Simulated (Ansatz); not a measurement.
C2H5BrSi can be A, `BrC1C[SiH2]1`, or B, `CC[Si]Br`.

Isolated molecules relaxed with PBE0-D4/def2-TZVP in Ansatz; ΔE leaves out vibrations. CBS: MP2 limit from def2 TZ/QZ plus the TZ coupled-cluster correction, frozen cores. DFT in def2-TZVPP. B3LYP here is the variant with VWN-RPA as its local correlation; programs differ in this. For Br outer-core shells are correlated without core-valence functions, which leaves a few kJ/mol of doubt a bond. Scalar relativity is left out up to krypton. One conformer a species, not always the lowest.

(1) Which is lower in electronic energy at CCSD(T)/CBS, and by how much? (Estimate.)

(2) Give E(B) − E(A) in kcal/mol with CCSD(T)/def2-SVP, CCSD(T)/def2-TZVPP, PBE-D4, B3LYP-D4, ωB97M-V, PBE0-D4, HF/def2-TZVPP. (Best estimate.)

(3) Does the order hold for the free energy at 298.15 K (harmonic terms from PBE0-D4)? (Best estimate.)

Largest T1 diagnostic: 0.011.

Results:

(1) Computed: B, by 33.7 kcal/mol.

(2) The calculation gave: CCSD(T)/def2-SVP -36.4, CCSD(T)/def2-TZVPP -33.1, PBE-D4 -32.5, B3LYP-D4 -35.3, ωB97M-V -34.8, PBE0-D4 -32.4, HF/def2-TZVPP -37.1. None reverses the order clearly.

(3) Ansatz gave: Yes: G(B) − G(A) = -32.0 kcal/mol, for one conformer each. Modes under 60 cm⁻¹, often nearly free rotors, make the harmonic entropy too high.

At CCSD(T), def2-SVP lies −2.7 kcal/mol from the extrapolated value and def2-TZVPP +0.6 kcal/mol. From r2SCAN to r2SCAN0 (25 % exact exchange), in def2-TZVPP and without D4, E(B) − E(A) moves by −0.9 kcal/mol.
